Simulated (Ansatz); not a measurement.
A nudged elastic band was laid between two geometries of BClH3NSi (7 atoms, charge 0, multiplicity 1).

All numbers below come from RKS BLYP-D4/cc-pVDZ (Ansatz).

```json
{
 "movable images": "7",
 "climbing image": "yes",
 "spring": "5.0 eV/Å²",
 "optimiser": "quadratic models (default)",
 "start path": "IDPP",
 "force threshold": "0.05 eV/Å",
 "iteration limit": "60",
 "end points": "relaxed"
}
```

Image 0:

```xyz
7
Properties=species:S:1:pos:R:3
B -0.786 1.251 -0.179
Si 0.179 -0.499 -0.088
N 1.299 -0.736 1.091
Cl -0.371 -1.911 -1.578
H -1.618 1.464 -1.027
H -0.496 2.077 0.651
H 1.792 -1.645 1.131
```

Image 8:

```xyz
7
Properties=species:S:1:pos:R:3
B -0.659 1.193 -0.089
Si 0.150 -0.641 -0.220
N 1.264 -1.428 0.716
Cl -0.571 -1.775 -1.831
H -1.521 1.549 -0.853
H -0.257 1.923 0.786
H 1.593 -0.821 1.491
```

**Question.** Which bonds break or form, and what moves?

**Answer.** No bond is made or broken. The dihedral Cl4–Si2–N3–H7 changes from 0 to 179° by way of a nearly straight angle Si2–N3–H7 (up to 170°), not by a turn about the bond.

**Question.** Give the energies along the band, and the barrier.

**Answer.** It converged. The highest image is number 4 of 0 to 8, 10.1 kcal/mol above the first end and 6.4 kcal/mol above the last; the last end lies 3.7 kcal/mol above the first. A vibrational analysis at the climbing image gives 2 clearly imaginary modes (580i, 175i cm⁻¹): a point of higher order, so a lower path passes nearby.

```
image  path coordinate (Å)  energy (kcal/mol)  angle Si2–N3–H7 (°)
    0                 0.00                0.0                  119
    1                 0.23                0.6                  127
    2                 0.45                3.0                  142
    3                 0.68                7.5                  165
    4                 0.91               10.1                  170
    5                 1.12                8.3                  146
    6                 1.34                5.2                  126
    7                 1.56                3.9                  115
    8                 1.78                3.7                  111
```

**Question.** What is the geometry of the highest image?

**Answer.** 
```xyz
7
Properties=species:S:1:pos:R:3
B -0.711 1.269 -0.091
Si 0.128 -0.555 -0.199
N 1.215 -1.198 0.759
Cl -0.639 -1.677 -1.833
H -1.592 1.586 -0.852
H -0.307 2.019 0.764
H 1.906 -1.444 1.453
```

The band took 6 iterations and about 110 core-seconds.

The run took 110 s on 1 thread of Arm Neoverse V1 (shared host), peak memory 0.12 GiB.
